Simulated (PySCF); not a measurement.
Finite-field polarisability of N (nitrogen, neutral)

[He] 2s2 2p3, high-spin 4S determinant. All numbers are calculated (PySCF 2.14, scalar relativity by spin-free X2C-1e, in x2c-QZVPPall with one added diffuse shell each of s, p, d, f type (8s5p4d3f1g, 73 functions)). Frozen: 1s2. Energy changes in a uniform field (μhartree):

```tsv
axis	F (au)	HF	MP2	CCSD	CCSD(T)
x	0.0053	-100.503	-100.636	-101.342	-102.056
x	0.0106	-402.210	-402.813	-405.637	-408.504
```

(1) Derive α along x at CCSD(T) from the two fields.

(2) And the mean polarisability at each level?

Results:

(1) With ΔE = −αF²/2 − γF⁴/24, α = −(16 ΔE(F) − ΔE(2F))/(6F²) = 7.265 bohr³.

(2) HF 7.155, MP2 7.164, CCSD 7.214, CCSD(T) 7.265 bohr³. Reference: 7.4 ± 0.2 bohr³ (recommended; Schwerdtfeger and Nagle, table of static dipole polarizabilities (2023 update)).
